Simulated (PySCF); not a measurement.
## Working out the excitation energy of S²⁺

S²⁺ [Ne] 3s2 3p2 (3P) → S²⁺ [Ne] 3s2 3p1 4s1 (3P). Calculation: PySCF 2.14, in aug-cc-pV(D+d)Z (5s4p3d, 32 functions); no relativity, point nucleus. Frozen: [Ne]. Energies in hartree (1 hartree = 27.21139 eV):

| part | S²⁺ (lower) | S²⁺ (upper) |
| --- | --- | --- |
| UHF | -396.324755 | -395.662827 |
| MP2 opposite-spin | -0.045942 | -0.047140 |
| MP2 same-spin | -0.008768 | -0.008193 |

Problem. What does Hartree-Fock give?

Solution. (-395.662827) − (-396.324755) = 0.661928 hartree = 18.012 eV.

Problem. What do MP2 and SCS-MP2 (6/5 opposite-spin, 1/3 same-spin) give?

Solution. The opposite-spin parts differ by -0.033 eV and the same-spin parts by 0.016 eV. MP2: 18.012 + (-0.033) + (0.016) = 17.995 eV. SCS-MP2: 18.012 + 1.2 × (-0.033) + (0.016)/3 = 17.978 eV.
